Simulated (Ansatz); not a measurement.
Reaction (formal hydrolysis of the As–C bond): `N[AsH]CO` + H₂O → `N[AsH]O` + CH₃OH

Gas-phase electronic energies from Ansatz, PBE0-D4/def2-TZVP geometries. CCSD(T)/CBS adds triple-zeta CCSD(T) − MP2 to the extrapolated MP2 energy (def2 sets, frozen cores). This one scheme is used for every species. DFT in def2-TZVPP. For As outer-core shells are correlated without core-valence functions, which leaves a few kJ/mol of doubt a bond. Scalar relativity is left out up to krypton. One conformer a species, not always the lowest.

| level | ΔE (kcal/mol) |
| --- | --- |
| r2SCANh | -8.4 |
| BHLYP | -10.3 |

Task: What does CCSD(T)/CBS give? (Best estimate.)

Result: Computed: -6.9 kcal/mol. The listed levels differ from it by -1.5, -3.4 kcal/mol.

Task: What do rigid-rotor, harmonic-oscillator terms from PBE0-D4/def2-TZVP frequencies (298.15 K, 1 bar) make of the CCSD(T)/CBS value? (An estimate is asked.)

Result: Ansatz gave: ΔZPE = +1.2 kcal/mol, ΔH = -6.3 kcal/mol, ΔS = 11 J/(mol·K), ΔG = -7.1 kcal/mol.

Largest T1 diagnostic among the species: 0.012.

In def2-TZVPP, CCSD(T) changes the Hartree–Fock value by +4.1 kcal/mol (the triples alone add +0.3 kcal/mol) and MP2 by +4.3 kcal/mol. From BLYP to BHLYP (50 % exact exchange), in def2-TZVPP and without D4, ΔE moves by +0.9 kcal/mol. The D4 term adds +1.5 kcal/mol with B3LYP and +0.9 kcal/mol with PBE0; it sums over pairs of atoms, weighted by their polarisabilities, and B3LYP, whose exchange is more repulsive, gets the larger term.

CCSD(T)/CBS has its own doubt, a few kJ/mol and more with outer-core shells, so smaller differences from it don't rank the levels.

B3LYP here is the variant with VWN-RPA as its local correlation; programs differ in this.
